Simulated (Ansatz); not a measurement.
One change: `C=C[Se][SiH2]C` becomes `C[SiH2][Se][Se]C`.

Ansatz, PBE0-D4/def2-TZVP geometries, multiplicity 1. Each molecule was computed in one conformer, which needn't be the lowest.

Scalar relativity is left out up to krypton.

```json
{"property": "size of the dipole moment (B3LYP/def2-TZVPP) / D", "`C=C[Se][SiH2]C`": "0.94"}
{"property": "HOMO energy (PBE/def2-TZVPP) / eV", "`C=C[Se][SiH2]C`": "-5.31"}
{"property": "HOMO–LUMO gap (ωB97M-V/def2-TZVPP) / eV", "`C=C[Se][SiH2]C`": "10.06"}
{"property": "HOMO energy (ωB97M-V/def2-TZVPP) / eV", "`C=C[Se][SiH2]C`": "-8.42"}
{"property": "HOMO–LUMO gap (PBE0/def2-TZVPP) / eV", "`C=C[Se][SiH2]C`": "6.25"}
{"property": "HOMO–LUMO gap (B3LYP/def2-TZVPP) / eV", "`C=C[Se][SiH2]C`": "5.82"}
```

Problem. What does the change do to each property? (Best estimate.)

Solution. Computed: 
```tsv
property	`C[SiH2][Se][Se]C`	shift
size of the dipole moment (B3LYP/def2-TZVPP) / D	1.50	0.56
HOMO energy (PBE/def2-TZVPP) / eV	-5.34	-0.03
HOMO–LUMO gap (ωB97M-V/def2-TZVPP) / eV	9.12	-0.94
HOMO energy (ωB97M-V/def2-TZVPP) / eV	-8.58	-0.16
HOMO–LUMO gap (PBE0/def2-TZVPP) / eV	5.08	-1.17
HOMO–LUMO gap (B3LYP/def2-TZVPP) / eV	4.64	-1.18
```

With PBE0 the HOMO falls by 0.12 eV and the LUMO falls by 1.28 eV, so the gap narrows by about 1.16 eV. PBE moves the HOMO by -0.03 eV and ωB97M-V by -0.16 eV. Dipoles are sizes alone; their direction can turn.

B3LYP here is the variant with VWN-RPA as its local correlation; programs differ in this.

Spin–orbit coupling is left out; it splits and shifts lone-pair levels of the heavy atoms by tenths of an eV.
